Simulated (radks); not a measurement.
Values are calculated unless marked as measured or tabulated.
Question: Species: Fe+. Configuration: [Ar] 3d6 4s1. Level of theory: scalar-relativistic Kohn-Sham, exchange-only LDA, spin-polarised, spherical densities, point nucleus; open shells are filled with parallel spins first (a radial shooting solver on a logarithmic mesh with Libxc functionals). Some entries of the table are withheld. Estimate them.

orbital,occ.,eigenvalue (eV),<r> (bohr),r(max) (bohr)
1s up,1,-6988.773,0.05856,0.03834
1s down,1,-6988.718,0.05856,0.03834
2s up,1,-824.8724,0.2678,0.2229
2s down,1,-822.7185,0.2674,0.2228
2p up,3,-704.7024,0.2361,0.1799
2p down,3,-703.0381,0.2356,0.1797
3s up,1,(1),0.8124,0.7012
3s down,1,(2),0.8142,0.7019
3p up,3,(3),0.8587,0.7127
3p down,3,(4),0.8617,0.7138
3d up,5,-16.4028,1.109,0.7065
4s up,1,-12.6383,2.669,2.265
3d down,1,-11.8136,1.143,0.7127
4s down,0,-9.3107,2.855,2.336

Answer: 
(1) 3s up eigenvalue (eV): -102.2143
(2) 3s down eigenvalue (eV): -97.4381
(3) 3p up eigenvalue (eV): -68.6312
(4) 3p down eigenvalue (eV): -63.9134
